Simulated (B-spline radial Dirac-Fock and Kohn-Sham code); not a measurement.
ΔSCF core binding energies without Breit or QED terms, calculated with a radial finite-basis atomic code.

A sound run for neutral beryllium in the configuration 1s2 2s2: The ground state converged in 9 iterations, with total energy -14.57589 Ha, virial ratio 1.99961 and highest orbital energy -8.42 eV. ΔSCF binding energies: K (1s) 123.4 eV. Holes are computed only in closed shells, and unreliable hole states are left out.

A second run, with one unsound setting: The ground state had not converged after 5 iterations, with total energy -14.57584 Ha, virial ratio 2.00032 and highest orbital energy -8.45 eV. ΔSCF binding energies: K (1s) 123.4 eV (not all states converged, so these are not final). Holes are computed only in closed shells, and unreliable hole states are left out.

```
iter   energy (Ha)        error
   1      -14.39983756  1.39e-01
   2      -14.57214049  9.51e-03
   3      -14.57442804  5.88e-03
   4      -14.57530333  3.67e-03
   5      -14.57584281  9.66e-04
```

Task: Which fault fits the second run best?
A. speed of light below Z
B. functional not served
C. too few quadrature points
D. too few iterations

Result: D. The input had maxit = 5: maxit ends the run before self-consistency.
